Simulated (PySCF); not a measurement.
Molecule: SMILES O(C)B(F)P, CH5BFOP.

Mapped SMILES: `[CH3:1][O:2][B:3]([F:4])[PH2:5]`; H(Xn) means a hydrogen on atom n.

Geometry PBE0-D3(BJ)/def2-SVP throughout; GIAO in PySCF, gas phase, one conformer, non-relativistic; equivalent atoms averaged; functional PBE0.

For orientation, 6-31G* gives these shifts δ (against TMS, H2O, BF3·OEt2, CFCl3, H3PO4 at the same level): C1 48.4, O2 100.5, B3 30.6, F4 -53.7, P5 -230.2, H(C1) 3.70, H(P5) 2.00 ppm.

A run gave: C1 50.0, O2 125.4, B3 31.8, F4 -63.3, P5 -269.6, H(C1) 3.70, H(P5) 1.83 ppm (shifts δ (against TMS, H2O, BF3·OEt2, CFCl3, H3PO4 at the same level)).

Which basis set was used in that run?
A. cc-pVTZ
B. def2-SVP
C. cc-pVDZ
D. def2-TZVP

Results:

A. P5 tells them apart best: cc-pVTZ gives -269.6, def2-SVP gives -244.6, def2-TZVP gives -282.0, cc-pVDZ gives -235.4 ppm.
